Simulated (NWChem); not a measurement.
**Correlation energy of HCu**

```
Cu
H 1 1.4632
```
Charge 0, spin multiplicity 1.

The numbers come from NWChem runs, not from measurements. Structure: optimised with PBE/def2-SVP, a minimum by its harmonic frequencies.

Basis set: def2-TZVP. Each correlation energy counts from its own Hartree-Fock reference.

The correlated methods keep 9 core orbitals frozen. The structure started from a generated list of species. Coupled-cluster values serve here as a point of comparison, not as the truth.

```
method        correlation energy (mHa)
------------  ------------------------
CCSD(T)                         -406.1
CCSD+T(CCSD)                         ?
CCSD                                 ?
CR-CCSD[T]                      -407.4
SCS-MP2                         -395.3
MP2                             -443.8
CR-CCSD(T)                      -403.0
```

Some entries are withheld; supply them.


- CCSD+T(CCSD), correlation energy (mHa): -412.2
- CCSD, correlation energy (mHa): -391.8
